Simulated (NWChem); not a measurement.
CH3Cl2Sc; SMILES [CH3][Sc]([Cl])[Cl]

```xyz
7

Sc     0.3878    -0.0008     0.0174
Cl    -0.6052    -2.0574    -0.0130
Cl    -0.6113     2.0524    -0.0119
C      2.5220     0.0088     0.0163
H      2.9280     0.8444     0.6146
H      2.8941     0.1421    -1.0180
H      2.9433    -0.9378     0.3986
```
Atoms are numbered in this order, from 1.

STO-3G and 3-21G are far too small for this property and stand as cheap habits. All runs use the structure optimised with PBE0/def2-SVP.

Task: Give the principal values of the shielding tensors (ppm) of Sc1, Cl2, Cl3, C4 from Hartree-Fock/STO-3G, GIAO (NWChem), with their diamagnetic and paramagnetic parts as GIAO splits them.

Result: 
| atom | σ11 | σ22 | σ33 | isotropic | diamagnetic | paramagnetic |
|---|---|---|---|---|---|---|
| Sc1 | 885.8 | 1062.0 | 1197.6 | 1048.5 | 1504.1 | -455.7 |
| Cl2 | 1060.3 | 1123.0 | 1159.0 | 1114.1 | 1131.1 | -17.0 |
| Cl3 | 1059.2 | 1123.6 | 1159.6 | 1114.1 | 1131.1 | -17.0 |
| C4 | 235.4 | 244.2 | 249.8 | 243.1 | 237.0 | 6.1 |
